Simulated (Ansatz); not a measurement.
Input (CCSDT(Q)/cc-pVDZ; Ansatz, a program for electronic structure):

Ansatz 0.2 input:
```yaml
crystal:
  periodic: [false, false, false]
  atoms:
    - {symbol: C, position_ang: [1.24889928, 0.11989250, 0.43704499]}
    - {symbol: C, position_ang: [0.09848013, 0.00945395, 0.03446254]}
    - {symbol: C, position_ang: [-1.16217014, -0.11156663, -0.40669463]}
    - {symbol: H, position_ang: [2.25840526, 0.21680359, 0.79031569]}
    - {symbol: H, position_ang: [-1.65635077, 0.71686991, -0.91200534]}
    - {symbol: H, position_ang: [-1.71331014, -1.04035242, -0.26718776]}
basis:
  gaussian:
    orbitals: cc-pVDZ
total_charge: 1
magnetization: {spin_polarized: false}
correlation: {method: ccsdt_q, electrons: outside_noble_gas}
```

Output:

```
Functional definition: HF
integrals: 0.04 GiB planned
1031 factors; integrals over basis functions are off by at most 1.5e-7 eV
mean field: 0.14 GiB planned
mean field evaluation 1: about -3125.9095 eV, gradient 2.7e1 eV
mean field evaluation 2: about -3125.9108 eV, gradient 2.7e1 eV
mean field evaluation 4: about -3128.1356 eV, gradient 3.5e0 eV
mean field evaluation 8: about -3128.1825 eV, gradient 2.1e-1 eV
mean field evaluation 16: about -3128.1751 eV, gradient 1.2e0 eV
mean field -3128.18331641 eV, -114.9586165193 hartree, gradient 1.3e-6 eV, S^2 0.000000; 0 other end points of the search recorded, 0 dependent functions left out; unrestricted orbitals would lower it
mean field evaluation 32: about -3128.1567 eV, gradient 2.3e0 eV
3 core orbitals not correlated
reference -3128.18331641 eV, -114.9586165193 hartree; 7, 7 occupied and 47, 47 virtual orbitals, 1031 factors
second order -9.56012556 eV of doubles, -0.00000000 eV of singles
coupled cluster: 0.63 GiB planned
cycle   1  -9.88397382 eV  change   -3.2e-1 eV  update   1.2e-1
cycle   2  -10.47459910 eV  change   -5.9e-1 eV  update   6.2e-2
cycle   3  -10.91436199 eV  change   -4.4e-1 eV  update   2.9e-2
cycle   4  -10.87539007 eV  change    3.9e-2 eV  update   9.5e-3
cycle   5  -10.86125689 eV  change    1.4e-2 eV  update   4.9e-3
cycle   6  -10.87073791 eV  change   -9.5e-3 eV  update   1.8e-3
cycle   7  -10.87246261 eV  change   -1.7e-3 eV  update   9.4e-4
cycle   8  -10.87122413 eV  change    1.2e-3 eV  update   3.6e-4
cycle   9  -10.87126089 eV  change   -3.7e-5 eV  update   1.5e-4
cycle  10  -10.87140809 eV  change   -1.5e-4 eV  update   5.0e-5
cycle  11  -10.87135115 eV  change    5.7e-5 eV  update   2.4e-5
cycle  12  -10.87138788 eV  change   -3.7e-5 eV  update   1.1e-5
cycle  13  -10.87139620 eV  change   -8.3e-6 eV  update   5.5e-6
cycle  14  -10.87139388 eV  change    2.3e-6 eV  update   2.3e-6
cycle  15  -10.87139344 eV  change    4.4e-7 eV  update   1.2e-6
coupled cluster: 0.63 GiB planned
perturbative correction -0.04364430 eV, -0.0016038986 hartree
Total energy: -3139.09835416 eV, -115.3597367580 hartree
```

 In a CCSD(T) run of this state the restricted determinant is unstable towards broken spin symmetry.

A triplet may lie lower; no result for it is given here.
